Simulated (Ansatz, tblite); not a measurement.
Cost and result up the ladder for InH₂F (4 atoms). The state is a singlet with charge 0. Geometry: PBE0-D4/def2-TZVP.

Cartesian coordinates in Å:
```
In -0.0338 -0.0386 -0.1861
H 1.1759 -1.0607 -0.8107
H -1.4520 0.7456 -0.7075
F 0.3100 0.3537 1.7042
```

Ansatz on 4 threads of Arm Neoverse V1 on a shared host; xTB runs through tblite on one thread. Times are rough, summed over both states, and most runs start from the orbitals of an earlier one. PBE0-D4/def2-TZVP serves as the yardstick here, not as an exact answer. The other state is a doublet.

In the def2 sets In takes a core potential; there is no spin–orbit coupling. The xTB rows come from tblite. Correlated methods freeze 5 core orbitals; core or outer-core shells of In are correlated, in sets that lack core-valence functions. In CCSD on the charge 1 doublet the largest single amplitude is 0.21, so its Hartree–Fock determinant may place the open shell otherwise than the density functionals do.

Correlated methods converge slowly with the basis.

Raw xTB energies of ions are shifted by several eV.

```
                            level  functions  wall time  vertical IE (eV)  difference from PBE0-D4/def2-TZVP (eV)                                     remarks
                         GFN2-xTB         15    0.003 s             15.45                                    4.32                                           –
                         GFN1-xTB         17    0.005 s             15.08                                    3.95                                           –
                 PBE-D4/def2-TZVP         93      1.3 s             10.75                                   -0.39                                           –
                PBE0-D4/def2-TZVP         93        2 s             11.13                                    0.00                                           –
r2SCAN-D4/def2-TZVP (with forces)         93      3.2 s             10.92                                   -0.21                                           –
               CCSD(T)/def2-TZVPP        109       10 s             11.42                                    0.29  spin-contaminated (⟨S²⟩ 0.88) (+1 doublet)
```
